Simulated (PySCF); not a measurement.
Job for PySCF: R-HF/STO-3G on BFH2Se2 (SMILES FB([SeH])[SeH]), a point of a torsion scan.

```python
from pyscf import gto, scf, dft, mp
from pyscf.data.elements import chemcore

mol = gto.M(
    atom='''
    F     0.28088505    2.05142505    0.12516683
    B     0.10092836    0.75302110    0.01187077
    Se   -1.71980337    0.13512265   -0.43254031
    Se    1.67346771   -0.33212612    0.00726569
    H    -1.88073313    1.05975329   -1.52042796
    H     1.02275491   -1.59694591   -0.23375921
    ''',
    basis='sto-3g',
    charge=0, spin=0, verbose=3, max_memory=1800)
mf = scf.RHF(mol)
mf.conv_tol = 1e-8
mf.max_cycle = 100
mf.kernel()
if not mf.converged:
    mf = mf.newton().run(mf.mo_coeff, mf.mo_occ)
```

It printed:

```
converged SCF energy = -4870.78312943193
```

Self-consistency was reached.

Cost: roughly 0.5 core-seconds.
